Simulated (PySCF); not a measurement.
Bonds: B1-C2, B1-C9, B1-N16, C2-C3, C9-C10, N16-C17, C17-O18. C2 carries H4, H5; C3 carries H6, H7, H8; C9 carries H11, H12; C10 carries H13, H14, H15.

Geometry: PBE0-D3(BJ)/def2-SVP; GIAO absolute shieldings from PySCF, gas phase, non-relativistic, averaged over equivalent atoms.

At KT2/pcSseg-1 (186 basis functions, 42 s wall time on 1 thread of an Arm Neoverse V1, shared host):
```
               atoms  σ (ppm)
                  B1     46.9
                 C17     56.7
               C2/C9    161.9
              C3/C10    173.2
       H4/H5/H11/H12    30.07
H6/H7/H8/H13/H14/H15    30.20
                 N16    173.5
                 O18    153.5
```

**Question.** Predict the values at PBE0/pcSseg-1 on the same geometry.

**Answer.** 
```
               atoms  σ at PBE0/pcSseg-1  change
                  B1                42.1    -4.8
                 C17                49.8    -6.9
               C2/C9               164.4    +2.5
              C3/C10               175.2    +2.0
       H4/H5/H11/H12               30.22   +0.15
H6/H7/H8/H13/H14/H15               30.30   +0.10
                 N16               178.9    +5.4
                 O18               153.5    +0.0
```

The largest change is at C17 (carbon bonded to N, O). Cost: 186 basis functions, 41 s wall time on 1 thread of an Arm Neoverse V1, shared host. The order of the carbon signals is the same at both levels.

A carbon bonded to boron is broadened by the quadrupolar boron nucleus and is often missing from a measured spectrum.
